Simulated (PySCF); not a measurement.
## Two-component Hartree-Fock for B⁺ (boron, charge +1)

Start: [He] 2s1 2p1; 2s1/2 filled at m_j = +1/2; 2p3/2 filled at m_j = +3/2. Calculated with PySCF 2.14 in x2c-TZVPall-2c with one added diffuse shell each of s, p, d type (6s4p3d1f, 40 functions): generalised Hartree-Fock with the X2C-1e Hamiltonian and a Gaussian nucleus; one run each with spin-orbit coupling (SO) switched off, then screened by Boettger's factors. This is a chosen level, not necessarily the ground level.

| spinor shell | electrons | ε, spin-free (eV) | ε, screened SO (eV) | weight of nominal j (screened SO) | rms radius, screened SO (bohr) |
| --- | --- | --- | --- | --- | --- |
| 1s1/2 | 2 | -221.98 | -221.98 | 1.000 | 0.379 |
| 2s1/2 | 1 | -26.656 | -26.657 | 0.999 | 1.91 |
| 2p3/2 | 1 | -20.485 | -20.484 | 1.000 | 1.98 |

```csv
quantity,spin-free,screened SO
E (hartree),-24.12644,-24.12639
M_J,2,2
⟨J²⟩,6.003,6.003
⟨L²⟩,2.003,2.003
⟨S²⟩,2.000,2.000
```

Each row is a mean over spinors that exchange with the open shell spreads, by up to 2.006 eV (1s1/2).

Without spin-orbit coupling the j labels of p, d and f shells carry no meaning; the spin-free column gives the mean over the occupied spinors of each nl shell.
